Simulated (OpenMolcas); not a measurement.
## Kr VI: effect of the level shift or regulariser

- Program: OpenMolcas 26.06
- Basis: ANO-RCC-VQZP [7s6p4d2f1g]
- Scalar Hamiltonian: DKH2, point nucleus
- Active space: 1 electron in 9 orbitals (RAS2 4p; RAS3 4d 5s, at most 1 electron)
- State averaging: 2S+1 = 2 odd, 3 roots; 2S+1 = 2 even, 6 roots
- Spin-orbit coupling: state interaction with AMFI integrals over the reference wave functions, term energies averaged over their components

Methods on the same reference wave functions:
A. RASSCF
B. SS-RASPT2, IPEA 0.25 Eh, imaginary shift 0.1 Eh (closed shells correlated: 3d 4s)
C. SS-RASPT2, IPEA 0.25 Eh, sigma2 regulariser 0.3 Eh (closed shells correlated: 3d 4s)

Energies in cm⁻¹ above 4s² 4p ²P°_1/2, the measured ground level; measured values from Saloman, J. Phys. Chem. Ref. Data 36, 215 (2007).

```tsv
Level	A	B	C	Measured
4s² 4p ²P°_1/2	0.0	0.0	0.0	0.0
4s² 4p ²P°_3/2	7398	7398	7398	8110
4s² 4d ²D_3/2	217100	208421	208530	222122
4s² 4d ²D_5/2	217782	209102	209212	223040
4s² 5s ²S_1/2	273897	274890	274893	275380
```

Deviations, from unrounded energies. A percentage is the sum of absolute deviations over the sum of measured energies, with the sign that they share, or ± where signs differ.

| Against measurement | Levels | A | B | C |
| --- | --- | --- | --- | --- |
| mean absolute deviation (cm-1) | 4 | 3100 | 7200 | 7200 |
| fine structure of the ground term (%) | 1 | -8.8 | -8.8 | -8.8 |
| other configurations (%) | 3 | -1.6 | -3.9 | -3.9 |

A lies closest to measurement on these levels and B furthest from it. The largest miss of A in the table is 4s² 4d ²D_5/2, by -5300 cm-1. The ranking rests on the paired levels alone, and a cruder setting can come out closer through cancelling errors.

Between B and C the level of the table that moves most is 4s² 4d ²D_5/2, by 110 cm-1 (lowest in B, highest in C).

The lowest spin-free term lies below A's lowest term by 0.143 hartree in B, 0.143 hartree in C.

Over all roots computed the reference weight is 0.90 to 0.97 in B, 0.91 to 0.97 in C; the roots of lowest weight are the least certain, and an intruder state may touch them. ANO sets are built for valence states and can reach diffuse excited orbitals poorly, and with the s shell closed the s pⁿ⁺¹ terms that mix with these levels are absent. With one active electron the reference holds no correlation, so core polarisation is missing (holds for A). With one active electron, CASPT2 adds the correlation within the correlated inactive shells and between them and that electron, and leaves the splitting within a term as the reference gives it (holds for B; C). Computed and measured levels are paired by configuration, term and J; levels that our copy of the source lacks, or whose pairing is in doubt (as where it misses far off the trend of its configuration), stay unpaired and out of the deviations. Levels of configurations outside the active space are missing.

° marks odd parity.
